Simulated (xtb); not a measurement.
H6Ge2, charge +1, doublet, from a rough starting geometry (a state made from the parent by changing its charge; the spin is typed, not shown lowest); xtb with GFN2-xTB.

Input for xtb:
```
$ xtb mol.xyz --gfn 2 --chrg 1 --uhf 1 --opt vtight --json

# file mol.xyz
8

Ge    -1.14835147     0.13794547    -0.01323548
Ge     1.16762361    -0.10589138     0.00689865
H     -1.87982340    -0.71379305    -1.07521934
H     -1.64043190     1.54155308    -0.28794841
H     -1.83381464    -0.29889547     1.22444604
H      1.64636936    -1.43607766     0.52472904
H      1.88976233     0.86676742     0.90104323
H      1.79597640     0.02531292    -1.36311063
```

Output, abridged:

```
   ID    Z sym.   atoms
    1   32 Ge     1, 2
    2    1 H      3-8

           -------------------------------------------------
          |                Calculation Setup                |
           -------------------------------------------------

           -------------------------------------------------
          |                 G F N 2 - x T B                 |
           -------------------------------------------------

          ...................................................
          :                      SETUP                      :
          :.................................................:
          :  # basis functions                  26          :
          :  # atomic orbitals                  24          :
          :  # shells                           12          :
          :  # electrons                        13          :
          :  max. iterations                   250          :
          :  Hamiltonian                  GFN2-xTB          :
          :  restarted?                      false          :
          :  GBSA solvation                  false          :
          :  PC potential                    false          :
          :  electronic temp.          300.0000000     K    :
          :  accuracy                    1.0000000          :
          :  -> integral cutoff          0.2500000E+02      :
          :  -> integral neglect         0.1000000E-07      :
          :  -> SCF convergence          0.1000000E-05 Eh   :
          :  -> wf. convergence          0.1000000E-03 e    :
          :  Broyden damping             0.4000000          :
          :  net charge                          1          :
          :  unpaired electrons                  1          :
          ...................................................

 iter      E             dE          RMSdq      gap      omega  full diag
   1     -6.3568758 -0.635688E+01  0.339E+00    6.10       0.0  T
   2     -6.3966414 -0.397656E-01  0.664E+00    6.41       1.0  T
   3     -6.4028540 -0.621264E-02  0.625E+00    6.38       1.0  T
   4     -6.4032790 -0.424944E-03  0.300E+00    6.30       1.0  T
   5     -6.4161165 -0.128375E-01  0.938E-01    6.12       1.0  T
   6     -6.4169425 -0.826044E-03  0.352E-01    6.11       1.0  T
   7     -6.4169854 -0.428617E-04  0.229E-01    6.10       1.0  T
   8     -6.4169881 -0.271475E-05  0.329E-02    6.10       1.1  T
   9     -6.4169889 -0.771933E-06  0.948E-03    6.10       3.7  T
  10     -6.4169889  0.220558E-08  0.525E-03    6.10       6.7  T
  11     -6.4169889 -0.192602E-08  0.390E-03    6.10       9.1  T
  12     -6.4169889 -0.108573E-07  0.441E-04    6.10      80.2  T
  13     -6.4169889 -0.503331E-10  0.112E-04    6.10     315.9  T

   *** convergence criteria satisfied after 13 iterations ***

         :::::::::::::::::::::::::::::::::::::::::::::::::::::
         ::                     SUMMARY                     ::
         :::::::::::::::::::::::::::::::::::::::::::::::::::::
         :: total energy              -6.376313639757 Eh    ::
         :: gradient norm              0.079423345764 Eh/a0 ::
         :: HOMO-LUMO gap              6.096263626391 eV    ::
         ::.................................................::
         :: SCC energy                -6.416986803733 Eh    ::
         :: -> isotropic ES            0.086286342528 Eh    ::
         :: -> anisotropic ES         -0.001001658887 Eh    ::
         :: -> anisotropic XC          0.003318471999 Eh    ::
         :: -> dispersion             -0.002574212779 Eh    ::
         :: repulsion energy           0.040673163976 Eh    ::
         :: add. restraining           0.000000000000 Eh    ::
         :: total charge               1.000000000000 e     ::
         :::::::::::::::::::::::::::::::::::::::::::::::::::::

      -----------------------------------------------------------
     |                   =====================                   |
     |                        A N C O P T                        |
     |                   =====================                   |
     |               Approximate Normal Coordinate               |
     |                Rational Function Optimizer                |
      -----------------------------------------------------------
      -----------------------------------------------------------
     |                   =====================                   |
     |                        A N C O P T                        |
     |                   =====================                   |
     |               Approximate Normal Coordinate               |
     |                Rational Function Optimizer                |
      -----------------------------------------------------------

          ...................................................
          :                      SETUP                      :
          :.................................................:
          :   optimization level         verytight          :
          :   max. optcycles                   200          :
          :   ANC micro-cycles                  20          :
          :   degrees of freedom                18          :
          :.................................................:
          :   RF solver                   davidson          :
          :   write xtbopt.log                true          :
          :   linear?                        false          :
          :   energy convergence         0.1000000E-06 Eh   :
          :   grad. convergence          0.2000000E-03 Eh/α :
          :   maxmium RF displ.          1.0000000          :
          :   Hlow (freq-cutoff)         0.1000000E-01      :
          :   Hmax (freq-cutoff)         5.0000000          :
          :   S6 in model hess.         20.0000000          :
          ...................................................

generating ANC from exact Hessian ...
Using Lindh-Hessian (1995)
 Shifting diagonal of input Hessian by    1.0243165307318112E-002
[...]
 * total energy  :    -6.3995068 Eh     change       -0.2377767E-06 Eh
 * total energy  :    -6.3995071 Eh     change       -0.2215455E-06 Eh
 * total energy  :    -6.3995073 Eh     change       -0.2065940E-06 Eh
 * total energy  :    -6.3995075 Eh     change       -0.1890434E-06 Eh
 * total energy  :    -6.3995076 Eh     change       -0.1762746E-06 Eh
 * total energy  :    -6.3995078 Eh     change       -0.1638111E-06 Eh
 * total energy  :    -6.3995079 Eh     change       -0.1540965E-06 Eh
 * total energy  :    -6.3995081 Eh     change       -0.1440662E-06 Eh
 * total energy  :    -6.3995082 Eh     change       -0.1331574E-06 Eh
 * total energy  :    -6.3995083 Eh     change       -0.1230772E-06 Eh
 * total energy  :    -6.3995085 Eh     change       -0.1145535E-06 Eh
 * total energy  :    -6.3995086 Eh     change       -0.1068490E-06 Eh
 * total energy  :    -6.3995087 Eh     change       -0.9997194E-07 Eh
   *** GEOMETRY OPTIMIZATION CONVERGED AFTER 53 ITERATIONS ***
[...]
          :  net charge                          1          :
          :  unpaired electrons                  1          :
          ...................................................

 iter      E             dE          RMSdq      gap      omega  full diag
   1     -6.4355084 -0.643551E+01  0.143E-05    5.87       0.0  T
   2     -6.4355084  0.115463E-13  0.461E-06    5.87    7661.3  T
   3     -6.4355084 -0.337508E-13  0.114E-05    5.87    3101.2  T

   *** convergence criteria satisfied after 3 iterations ***

         :::::::::::::::::::::::::::::::::::::::::::::::::::::
         ::                     SUMMARY                     ::
         :::::::::::::::::::::::::::::::::::::::::::::::::::::
         :: total energy              -6.399508669947 Eh    ::
         :: gradient norm              0.000026487248 Eh/a0 ::
         :: HOMO-LUMO gap              5.868899905533 eV    ::
         ::.................................................::
         :: SCC energy                -6.435506100993 Eh    ::
         :: -> isotropic ES            0.085059025980 Eh    ::
         :: -> anisotropic ES         -0.003885938384 Eh    ::
         :: -> anisotropic XC          0.002522217212 Eh    ::
         :: -> dispersion             -0.002549841126 Eh    ::
         :: repulsion energy           0.035997431046 Eh    ::
         :: add. restraining           0.000000000000 Eh    ::
         :: total charge               1.000000000001 e     ::
         :::::::::::::::::::::::::::::::::::::::::::::::::::::

           -------------------------------------------------
          |                Property Printout                |
           -------------------------------------------------

    * Orbital Energies and Occupations

         #    Occupation            Energy/Eh            Energy/eV
      -------------------------------------------------------------
         1        2.0000           -0.8636214             -23.5003
         2        2.0000           -0.8428323             -22.9346
         3        2.0000           -0.6535504             -17.7840
         4        2.0000           -0.6535502             -17.7840
         5        2.0000           -0.6442657             -17.5314
         6        2.0000           -0.6442656             -17.5314
         7        1.0000           -0.5905964             -16.0709 (HOMO)
         8                         -0.3749183             -10.2020 (LUMO)
         9                         -0.3650599              -9.9338
        10                         -0.3650596              -9.9338
        11                         -0.3637233              -9.8974
        12                         -0.3306357              -8.9971
        13                         -0.3306354              -8.9970
        14                         -0.2195210              -5.9735
        15                         -0.2195210              -5.9735
        16                         -0.2111464              -5.7456
        17                         -0.0416741              -1.1340
        18                         -0.0416741              -1.1340
       ...                                ...                  ...
        24                          0.8991532              24.4672
      -------------------------------------------------------------
                  HL-Gap            0.2156781 Eh            5.8689 eV
             Fermi-level           -0.5499359 Eh          -14.9645 eV

     #   Z          covCN         q      C6AA      α(0)
     1  32 Ge       3.656     0.168   168.616    23.325
     2  32 Ge       3.656     0.168   168.616    23.325
     3   1 H        0.936     0.111     1.689     2.032
     4   1 H        0.936     0.111     1.689     2.032
     5   1 H        0.936     0.111     1.689     2.032
     6   1 H        0.936     0.111     1.689     2.032
     7   1 H        0.936     0.111     1.689     2.032
     8   1 H        0.936     0.111     1.689     2.032

 Mol. C6AA /au·bohr⁶  :       1136.845035
 Mol. C8AA /au·bohr⁸  :      76254.667126
 Mol. α(0) /au        :         58.840537

Wiberg/Mayer (AO) data.
largest (>0.10) Wiberg bond orders for each atom

 ---------------------------------------------------------------------------
     #   Z sym  total        # sym  WBO       # sym  WBO       # sym  WBO
 ---------------------------------------------------------------------------
     1  32 Ge   2.988 --     3 H    0.794     4 H    0.794     5 H    0.794
                             2 Ge   0.476
     2  32 Ge   2.988 --     8 H    0.794     6 H    0.794     7 H    0.794
                             1 Ge   0.476
     3   1 H    0.987 --     1 Ge   0.794
     4   1 H    0.987 --     1 Ge   0.794
     5   1 H    0.987 --     1 Ge   0.794
     6   1 H    0.987 --     2 Ge   0.794
     7   1 H    0.987 --     2 Ge   0.794
     8   1 H    0.987 --     2 Ge   0.794
 ---------------------------------------------------------------------------

Topologies differ in total number of bonds
Writing topology from bond orders to xtbtopo.mol

molecular dipole:
                 x           y           z       tot (Debye)
 q only:       -0.000       0.004      -0.019
   full:       -0.000       0.004      -0.019       0.050
molecular quadrupole (traceless):
                xx          xy          yy          xz          yz          zz
 q only:        5.862      -0.936      -2.883       0.137      -0.015      -2.979
  q+dip:        4.521      -0.722      -2.223       0.105      -0.011      -2.298
   full:        7.306      -1.166      -3.593       0.170      -0.018      -3.713

optimized geometry written to: xtbopt.xyz

           -------------------------------------------------
          | TOTAL ENERGY               -6.399508669947 Eh   |
          | GRADIENT NORM               0.000026487248 Eh/α |
          | HOMO-LUMO GAP               5.868899905533 eV   |
           -------------------------------------------------

normal termination of xtb
```
